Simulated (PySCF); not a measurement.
**Static response to an electric field**

CH₆GeO₂Si.
Structure used (GFN2-xTB), in Å, numbered top down from 1:
```
atom  x, y, z in Å
O1     2.7791   -0.2103   -0.2195
C2     1.6084   -0.0135   -0.0315
O3     1.1689    0.9687    0.7750
Si4    0.1026   -0.9527   -0.7596
Ge5   -1.6384    0.2548    0.2090
H6     1.9011    1.4738    1.1685
H7     0.2175   -2.3515   -0.3441
H8     0.2025   -0.8810   -2.2179
H9    -1.6633    0.2269    1.7051
H10   -1.6627    1.7113   -0.1337
H11   -3.0101   -0.2238   -0.1774
```

Level: PBE0/def2-SVPD (PySCF), static field, nuclei fixed, core orbitals frozen in the response. The polarisability tensor in these axes (au):

```
x   93.87 -3.56 -3.22
y   -3.56 75.24  9.22
z   -3.22  9.22 71.14
```

**Question.** What are the eigenvalues, a third of the trace, and Δα (Δα² = ½Σ(αi − αj)² over the three pairs)?

**Answer.** Principal values 63.74, 80.87 and 95.63 au; mean 80.08 au = 11.87 Å³ = 13.20 × 10⁻⁴⁰ C²·m²/J; Δα = 27.64 au (35 % of the mean).

**Question.** What is the dipole moment, and where does it point?

**Answer.** (-1.03, 0.54, 0.47) D, 1.26 D in size, pointing from the negative to the positive side. Measured along this direction, the outermost atoms are O1 at the negative end and H11 at the positive end.

**Question.** Estimate the molar refractivity from the static electronic polarisability.

**Answer.** Lorentz–Lorenz: R = (4π/3)N_A α = 2.5225 cm³/(mol·Å³) × 11.87 Å³ = 29.9 cm³/mol, in the limit of long wavelengths.

**Question.** Along which axes do the principal values lie, and how far do the nuclei extend along each?

**Answer.** Largest value along (0.94, -0.26, -0.22), where the nuclei span 5.44 Å; middle along (0.35, 0.74, 0.58), 4.29 Å; least along (0.01, -0.62, 0.78), 2.39 Å. The response follows the extents in order.

**Question.** Sum over states: ᾱ = Σ f/ω², ω in Eh. What share falls to these 6 lowest TDDFT singlets (eV, f)? 4.86, 0.0003; 6.58, 0.0267; 6.77, 0.0128; 6.87, 0.0246; 7.11, 0.0006; 7.33, 0.0256.

**Answer.** They add up to 1.42 au, 1.8 % of the 80.08 au; the largest single term is 0.46 au, from the state at 6.58 eV. Terms in order: 0.01, 0.46, 0.21, 0.39, 0.01, 0.35 au. Higher excitations give the rest. The strengths listed sum to 0.091.

**Question.** Find the Langevin capture rate constant for O2+ (31.990 u) meeting this molecule (151.935 u), k = 2.342 × 10⁻⁹ cm³/s × √(α in Å³ / reduced mass in u).

**Answer.** The reduced mass is 26.43 u, so k = 1.57 × 10⁻⁹ cm³/s. The formula leaves out the permanent dipole, which adds to the capture rate.

The structure is a single GFN2-xTB conformer in the gas phase; no vibrational or solvent corrections. The calculation is non-relativistic, for germanium too.

These values come from a run that also computed excited states. Hardware: one thread, Arm Neoverse V2 (aarch64), shared host with 32 logical CPUs at a one-minute load of 10. Cost: 17 s, 0.72 GiB resident at most.
